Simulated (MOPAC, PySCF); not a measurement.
C3H5F, SMILES `C=CCF` (C–C–C–F torsion 125°), neutral singlet in the gas phase. 

Cartesian coordinates (Å):
```xyz
9

C     -1.3898     0.1383     0.1509
C     -0.1574     0.4242     0.5473
C      1.0422    -0.3640     0.1495
F      1.9958     0.4765    -0.4429
H     -2.2426     0.7155     0.4835
H     -1.5910    -0.6903    -0.5188
H      0.0282     1.2629     1.2112
H      1.5264    -0.8206     1.0173
H      0.7884    -1.1424    -0.5726
```
Charge 0, spin multiplicity 1.

All levels are single points at this geometry (B3LYP-D3(BJ)/def2-TZVP); Pople sets use spherical d functions. Orbital energies aren't observables, and empty levels follow the basis.

B3LYP/3-21G in PySCF gives HOMO (eV) = -7.52.

**Question.** Estimate the HOMO (eV) from each of these levels: TPSSh-D3(BJ)/def2-TZVP in PySCF; B3LYP/6-311+G** in PySCF; HF/STO-3G in PySCF; PM3 in MOPAC; PM7 in MOPAC.

**Answer.** 
```
level                            HOMO (eV)
-------------------------------  ---------
TPSSh-D3(BJ)/def2-TZVP in PySCF      -7.38
B3LYP/6-311+G** in PySCF             -7.90
HF/STO-3G in PySCF                   -8.88
PM3 in MOPAC                        -10.76
PM7 in MOPAC                        -10.84
```
